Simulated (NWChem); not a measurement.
System: CH$_{4}$O$_{2}$Si; SMILES O=CO[SiH3]

Here is an NWChem input.

```
start job
memory heap 200 mb stack 900 mb global 1100 mb
geometry units angstroms noautoz
  O     -0.735242    -1.581814     0.000000
  C      0.437913    -1.294117     0.000000
  O      0.917699    -0.040005     0.000000
  Si    -0.210830     1.256749     0.000000
  H      1.257124    -2.028188     0.000000
  H     -1.043682     1.224107    -1.223690
  H     -1.043682     1.224107     1.223690
  H      0.664234     2.450640     0.000000
end
basis spherical
  * library def2-tzvp
end
dft
  xc pw6b95
  iterations 150
  mulliken
end
task dft energy
```

Coordinates come from a B3LYP/6-31G* (spherical d) optimisation.

**Question.** Give the results of this calculation. (PW6B95/def2-TZVP.) Quantities: energy (Ha); highest occupied level (eV); orbital gap (eV); dipole (D).

**Answer.** 
- energy (Ha) = -481.05
- highest occupied level (eV) = -8.79
- orbital gap (eV) = 8.39
- dipole (D) = 1.58
